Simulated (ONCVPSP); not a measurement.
**Before and after: ONCV potential for Cr**

ONCVPSP 4.0.1 input, shortened (lines: element, Z, core and valence counts, functional; n l f; lmax; l rc ep ncon nbas qcut; lloc lpopt rc5 dvloc0; l nproj debl; icmod fcfact rcfact), PW91, scalar-relativistic:

```
  Cr 24.00    3    4  -109134      upf
    1    0    2.00
    2    0    2.00
    2    1    6.00
    3    0    2.00
    3    1    6.00
    3    2    5.00
    4    0    1.00
    2
    0    1.20    0.00    4    8   11.00
    1    1.25    0.00    4    7    8.60
    2    1.75    0.00    4    9    7.80
    4    5    0.75    0.00
    0    2    3.30
    1    1    0.80
    2    3    1.30
    1    0.25    0.00
```

Change: all radii but the core radius scaled by about 1.32 (s 1.58, p 1.66, d 2.32 bohr); local potential polynomial inside 1.00 bohr (lpopt 5, dvloc0 0 Ha).

Cutoffs: the cutoffs (Ha) at which the residual kinetic energy of the hardest occupied pseudo-wave falls to 1 and 0.1 mHa per electron; they do not see the model core or the augmentation charge, which bear on the density cutoff. Errors are all-electron minus pseudo energies relative to the spin-unpolarised reference configuration.

Task: What does the change do?

Result: The potential gets softer (40 Ha and 48 Ha → 32 Ha and 39 Ha); of the 3 tests that both files solve, the error grows in 3 and shrinks in 0 by more than 15 % and 0.3 meV (median size 5.6 → 10.6 meV); neither file shows a bound ghost. A larger radius leaves more room for a smooth pseudo-wave, so fewer plane waves are needed. More of the atom is replaced by a form fitted at one configuration, so other configurations suffer.

```tsv
quantity	base	changed
cutoff, loose	40 Ha	32 Ha
cutoff, tight	48 Ha	39 Ha
loose cutoff by channel	s 40 Ha, p 26 Ha, d 26 Ha	s 32 Ha, p 25 Ha, d 21 Ha
bound ghosts	none	none
GHOST(+) flags under 300 eV	none	none
tests with a reliable result	3 of 4	3 of 4
error for 3s2 3p6 3d5 4s0, meV [ΔE 6.94 eV]	+5.6	+11
error for 3s2 3p6 3d4 4s0, meV [ΔE 23.06 eV]	+7.6	+26
error for 3s2 3p6 3d5 4s0.5, meV [ΔE 2.73 eV]	+1.4	+2.7
rms error of d²Exc/dni dnj with the model core, mHa	0.48	1.31
```
